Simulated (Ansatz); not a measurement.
Two isomers of C2H5ClF2Si: A = `C[C@H](F)[Si@H](F)Cl`, B = `FC(F)(Cl)C[SiH3]`.

Gas-phase electronic energies from Ansatz, PBE0-D4/def2-TZVP geometries. CCSD(T)/CBS adds triple-zeta CCSD(T) − MP2 to the extrapolated MP2 energy (def2 sets, frozen cores). Functionals use def2-TZVPP. B3LYP here is the variant with VWN-RPA as its local correlation; programs differ in this. Each species was taken in one conformer, which may not be the lowest.

Task: Which is lower in electronic energy at CCSD(T)/CBS, and by how much? (An estimate is asked.)

Result: The calculation gave: A, by 321.5 kJ/mol.

Task: Give E(B) − E(A) in kJ/mol with r2SCAN-D4, MP2/def2-TZVPP, PBE-D4, ωB97M-V, PBE0-D4, B3LYP-D4, CCSD(T)/def2-TZVPP. (Best estimate.)

Result: The calculation gave: r2SCAN-D4 307.3, MP2/def2-TZVPP 323.2, PBE-D4 295.6, ωB97M-V 310.8, PBE0-D4 304.5, B3LYP-D4 314.9, CCSD(T)/def2-TZVPP 311.7. None reverses the order clearly.

Largest T1 diagnostic: 0.011.

In def2-TZVPP, CCSD(T) changes the Hartree–Fock value by −15.8 kJ/mol (the triples alone add −5.3 kJ/mol) and MP2 by −4.3 kJ/mol. From PBE to PBE0 (25 % exact exchange), in def2-TZVPP and without D4, E(B) − E(A) moves by +8.8 kJ/mol.
